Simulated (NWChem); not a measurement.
Molecule: C2H7FSi; SMILES C[SiH](C)F

Computed with NWChem. Structure relaxed at the PBE0/def2-SVP level. Total energies compare along this basis series because the functional is fixed.

```csv
level,basis functions,energy (Ha),highest occupied level (eV),orbital gap (eV),dipole (D)
TPSS/pcseg-1,95,-469.8403,-7.66,8.10,2.01
TPSS/aug-pcseg-1,159,-469.8503,-7.67,7.18,1.88
TPSS/pcseg-2,222,-469.9847,-7.64,7.70,1.90
TPSS/STO-3G,31,-464.1153,-2.93,9.71,0.68
TPSS/def2-SVP,95,-469.6582,-7.51,8.35,1.78
```
